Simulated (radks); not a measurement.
The numbers below are computed, except where a source is named.
Problem. The mercury ion Hg2+, [Xe] 4f14 5d10. Code: a radial shooting solver on a logarithmic mesh with Libxc functionals. Model: non-relativistic Kohn-Sham, r2SCAN, spin-polarised, spherical densities, point nucleus; meta-GGA in the generalised Kohn-Sham scheme. Every spin shell is full or empty, so the densities are truly spherical. Functionals are evaluated on that one density, not self-consistently. Rank these exchange functionals by their error against the exact value of the orbitals, and give that value: LDA, B88, PBE, revPBE, RPBE, OPTX, AM05, SOGGA, G96, EV93, r2SCAN, Tao-Mo, TASK, MVS.

Solution. Exact: -344.859 hartree. From best to worst, with 100 (|E| - |E exact|)/|E exact| (equal figures are ties): B88 +0.06, MVS +0.09, r2SCAN -0.17, RPBE -0.23, revPBE -0.26, PBE -0.35, G96 +0.46, EV93 -0.51, Tao-Mo -0.84, SOGGA -1.81, TASK -1.82, OPTX +1.90, AM05 -3.61, LDA -3.81.
